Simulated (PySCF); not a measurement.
**Radial density of S²⁺ (sulfur, charge +2)**

PBE0, [Ne] 3s2 3p2, high-spin 3P determinant. Computed with PySCF 2.14 in cc-pV(D+d)Z (4s3p2d, 23 functions), with the non-relativistic Hamiltonian (point nucleus).

```
r (bohr)  4πr²ρ (e/bohr)  4πr²(ρα − ρβ)
 0.00136         0.05944         0.0000
 0.00229          0.1637         0.0000
 0.00385          0.4397         0.0000
 0.00648           1.145         0.0001
  0.0109           2.812         0.0002
  0.0183           6.283         0.0006
  0.0308           11.95         0.0023
  0.0518           17.49         0.0108
  0.0872           17.13         0.0469
   0.147           12.21         0.1561
   0.247           15.10         0.2866
   0.415           16.43         0.1396
   0.698           5.784         0.0869
    1.17           2.845         1.0917
    1.97           1.907         1.0142
    3.32          0.1644         0.1077
    5.59        0.001995         0.0018
```
